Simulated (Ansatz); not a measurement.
CH$_{2}$BBrFN (`C=NB(F)Br`). The species carries charge 0 and has multiplicity 1.

Cartesian coordinates in Å:
```
C -0.6387 1.1716 0.1389
N -0.3595 -0.0257 -0.0410
B 0.4748 -1.1207 -0.0120
F 0.4489 -1.9862 0.9907
Br 1.6238 -1.4892 -1.5143
H -1.6167 1.5692 -0.1491
H 0.0674 1.8808 0.5868
```

Problem. What are the harmonic wavenumbers in cm⁻¹ at PBE0-D4/def2-TZVP (Ansatz, finite differences of forces, unscaled)? (An estimate is asked.)

Solution. Ansatz gave: 101, 130, 292, 354, 491, 532, 635, 1094, 1117, 1200, 1352, 1549, 1940, 3028, 3107.

Problem. Is this a minimum?

Solution. Yes, all 15 modes are real.

Problem. Give the ideal-gas thermochemistry at 298.15 K and 1 bar (rigid rotor, harmonic oscillator; point group C1, symmetry number 1).

Solution. Zero-point energy 101.2 kJ/mol; H(298) − E = 118.6 kJ/mol; entropy 330.6 J/(mol·K), of which translation 170.3, rotation 114.9, vibration 45.4; G(298) − E = 20.0 kJ/mol.
